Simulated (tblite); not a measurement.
A tight-binding relaxation on `C[C@H](Cl)[C](Cl)B(F)F` [radical].

Computed with GFN2-xTB geometry optimisation, gas phase (tblite 0.8.0). Start geometry: from a force field or distance geometry. The command runs a driver script over a list of jobs; the input below is this job's line of settings and its coordinates in Å.

Command:
```bash
OMP_NUM_THREADS=1 python probes_run.py task.json out
```

Input:
```
{"job": {"kind": "relax", "xc": "GFN2-xTB", "basis": "xTB"}, "charge": 0, "multiplicity": 2}
C     -1.791400    -0.052800     0.004600
C     -0.334500    -0.220600    -0.378500
Cl     0.044100    -1.969500    -0.578600
C      0.581900     0.440800     0.673400
Cl     0.546600    -0.402300     2.270400
B      2.084500     0.595200     0.181800
F      2.651000     1.919300     0.015000
F      2.914200    -0.563500    -0.062700
H     -2.029600    -0.590900     0.949600
H     -2.449100    -0.456700    -0.798300
H     -2.039200     1.026300     0.132600
H     -0.177300     0.273900    -1.347300
```

What does the run print?

```
step      E/eV     max force
  0    -768.88762    3.772
  1    -769.45822    2.588
  2    -769.66741    3.617
  3    -769.80079    0.651
  4    -769.82673    0.462
  5    -769.84713    0.345
  6    -769.85543    0.318
  7    -769.87543    0.329
  8    -769.88633    0.312
  9    -769.89966    0.309
... (75 lines left out)
 85    -770.46790    0.013
 86    -770.46792    0.013
 87    -770.46794    0.013
 88    -770.46796    0.014
 89    -770.46799    0.013
 90    -770.46802    0.014
 91    -770.46805    0.013
 92    -770.46806    0.011
 93    -770.46808    0.010
 94    -770.46809    0.008
```

«max force» is the largest atomic force in eV/Å.

From which step on does the largest force stay under 0.1 eV/Å, and how much energy is left to gain from there?

From step 54 (0.097 eV/Å), 5.2 meV above the end.

Summary of the converged run: energy lowered by 36.4 kcal/mol over 94 steps; largest atomic force 0.008 eV/Å at the end.

Give the final coordinates.

0.684 Å rms from the input after alignment:
```
atom  x, y, z in Å
C1    -1.7549    0.0142    0.1036
C2    -0.3475   -0.1967   -0.4174
Cl3   -0.2175   -1.9065   -1.0654
C4     0.7434   -0.0603    0.5736
Cl5    0.4594   -0.7037    2.1174
B6     2.1023    0.5338    0.2284
F7     2.3404    1.0475   -0.9710
F8     3.1071    0.6163    1.0836
H9    -1.9772   -0.6837    0.9059
H10   -2.4725   -0.1316   -0.6987
H11   -1.8469    1.0305    0.4806
H12   -0.1351    0.4395   -1.2786
```

Time: 0.53 s wall. Hardware: an Arm Neoverse V2 with one thread, shared host with 96 logical CPUs at a one-minute load of 61.
Labels such as C1 count atoms from 1, the log's own numbers from 0.
